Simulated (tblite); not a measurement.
Species: C3H13PSi2.
Numbering: `[CH3:1][CH:2]([CH3:3])[SiH2:4][PH:5][SiH3:6]` (hydrogens: H7, H8, H9 on C1; H10 on C2; H11, H12, H13 on C3; H14, H15 on Si4; H16 on P5; H17, H18, H19 on Si6)

Computed with GFN2-xTB (tblite), gas phase: nudged elastic band of 9 images (0 to 8), spring 0.2 eV/Å², climbing image at the end, force threshold 0.05 eV/Å. The top image wasn't refined or checked by frequencies; at this threshold it can lie a kcal/mol or more above the true saddle point of the method.

Path: rotation about C2–Si4 (sp3 carbon bound to silicon, SiH2 silicon), followed by the dihedral C3–C2–Si4–P5, from 177° to -47°. Start geometry (image 0):
```
atom  x, y, z in Å
C1     -0.753   -1.203   -0.837
C2     -1.351    0.122   -0.373
C3     -2.595   -0.114    0.475
Si4    -0.061    1.170    0.568
P5      1.742    1.338   -0.744
Si6     3.075   -0.299   -0.030
H7     -1.480   -1.776   -1.413
H8      0.118   -1.026   -1.468
H9     -0.444   -1.806    0.015
H10    -1.654    0.680   -1.267
H11    -2.349   -0.694    1.362
H12    -3.027    0.830    0.797
H13    -3.349   -0.661   -0.090
H14    -0.567    2.528    0.797
H15     0.221    0.565    1.880
H16     2.333    2.320    0.021
H17     4.446    0.112   -0.330
H18     2.725   -1.506   -0.778
H19     2.956   -0.570    1.406
```

The first guess turns that dihedral rigidly in even steps and adds one set of random displacements (0.04 Å standard deviation a coordinate) to every inner image. Energies of the images above image 0 (eV) in the early part of the optimisation:

| iteration | 1 | 2 | 3 | 4 | 5 | 6 | 7 | 8 |
| --- | --- | --- | --- | --- | --- | --- | --- | --- |
| 0 | 0.656 | 0.727 | 0.816 | 0.882 | 0.896 | 0.856 | 0.792 | -0.005 |
| 10 | 0.039 | 0.063 | 0.088 | 0.098 | 0.086 | 0.061 | 0.040 | -0.005 |
| 20 | 0.021 | 0.044 | 0.070 | 0.081 | 0.071 | 0.047 | 0.027 | -0.005 |

Question: Where does the band end, and how far was the first guess from it?

Answer: Final energies, images 1 to 8: 0.010, 0.032, 0.057, 0.070, 0.061, 0.036, 0.016, -0.005 eV. The highest point drops from 0.90 eV (image 5) to 0.070 eV (image 4), by 0.83 eV. Image 4 moved by 0.06 Å rms, its dihedral from -118° to -115°. The end images are fixed. The true force on the top image ends at 0.021 eV/Å, and the largest on any image at 0.03 eV/Å; away from the top, the method drives only the force across the path to zero. The last saved iteration is 50.

The cost below is that of the whole band run. Hardware: one thread, Intel Xeon Platinum 8375C at 2.90 GHz (x86_64), no GPU, shared host. Cost: 8.8 s of wall time, 0.19 GiB resident at most.
